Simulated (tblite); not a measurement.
CH9FNSi4 (doublet state).
SMILES with atom numbers: `[F:1][SiH2:2][Si@H:3]1[CH2:4][SiH2:5][N:6]1[SiH2:7]` (hydrogens: H8, H9 on Si2; H10 on Si3; H11, H12 on C4; H13, H14 on Si5; H15, H16 on Si7)

Structure used (GFN2-xTB), in Å, numbered top down from 1:
```xyz
16
CH9FNSi4 angstrom
F      2.7160   -2.4840   -0.2149
Si     2.0772   -1.1778    0.4956
Si     0.1224   -0.7688   -0.6240
C     -1.5294   -1.1848    0.2550
Si    -1.9154    0.6806    0.3080
N     -0.3679    0.9220   -0.4737
Si     0.4061    2.3892   -0.9658
H      3.1627   -0.2040    0.3871
H      1.9952   -1.5913    1.8980
H      0.0955   -1.1369   -2.0534
H     -2.2280   -1.7755   -0.3292
H     -1.4428   -1.6643    1.2261
H     -1.9497    1.2853    1.6398
H     -3.0266    1.1444   -0.5199
H      0.0301    3.4424   -0.0244
H      1.8468    2.1327   -1.0156
```

Computed geometry: GFN2-xTB, gas phase. This method treats the open shell by occupation alone, without spin polarisation.

Take the most abundant isotopes and a rigid rotor. The values belong to one conformer with, in the numbering `[F:1][SiH2:2][Si@H:3]1[CH2:4][SiH2:5][N:6]1[SiH2:7]`, F1–Si2–Si3–C4 106°, Si5–N6–Si7–H 33° and 156°.

Give the principal moments of inertia and the rotational constants in MHz.

Ia = 282.50, Ib = 644.97, Ic = 843.65 u·Å²; 505379 MHz·u·Å²/I gives A = 1789, B = 783.6, C = 599.0 MHz.

Classify the top.

An asymmetric top; Ray's κ = -0.690.

What does the inertial defect say?

Not planar: Δ = Ic − Ia − Ib = -83.81 u·Å². For a rigid frame Δ = −2 Σ m c², so Σ m c² = 41.91 u·Å² lies off the ab plane: 14.40 from hydrogen and 27.51 from heavier atoms. The atom farthest from that plane is 2.09 Å away.

Give the other two planar moments, Paa and Pbb, and the rms extents of the mass along the axes.

Paa = Σ m a² = (Ib + Ic − Ia)/2 = 603.06 and Pbb = Σ m b² = (Ia + Ic − Ib)/2 = 240.59 u·Å². With the mass M = 165.98 u, the rms extents √(P/M) along a, b and c are 1.91, 1.20, 0.50 Å.

Where do the levels up to J = 5 lie, in K?

Above 0(0,0), as E/k:
J = 1: 1(0,1) 0.066, 1(1,1) 0.115, 1(1,0) 0.123
J = 2: 2(0,2) 0.198, 2(1,2) 0.238, 2(1,1) 0.265, 2(2,1) 0.410, 2(2,0) 0.411
J = 3: 3(0,3) 0.393, 3(1,3) 0.424, 3(1,2) 0.477, 3(2,2) 0.609, 3(2,1) 0.614, 3(3,1) 0.873, 3(3,0) 0.873
J = 4: 4(0,4) 0.648, 4(1,4) 0.669, 4(1,3) 0.757, 4(2,3) 0.873, 4(2,2) 0.889, 4(3,2) 1.140, 4(3,1) 1.141, 4(4,1) 1.507, 4(4,0) 1.507
J = 5: 5(0,5) 0.961, 5(1,5) 0.975, 5(1,4) 1.105, 5(2,4) 1.203, 5(2,3) 1.237, 5(3,3) 1.475, 5(3,2) 1.477, 5(4,2) 1.842, 5(4,1) 1.842, 5(5,1) 2.313, 5(5,0) 2.313
The levels of one J sum to (2J + 1)J(J + 1)(A + B + C)/3.

For this open shell read J as N, the rotation without spin; fine and hyperfine splittings come on top. Its GFN2-xTB frequencies are all real (lowest 18 cm⁻¹). No vibrational averaging or centrifugal distortion is included, and the geometry carries the error of its method.

The run took 2.6 s on an Arm Neoverse V2 with one thread, shared host with 96 logical CPUs at a one-minute load of 51. This is the geometry optimisation.
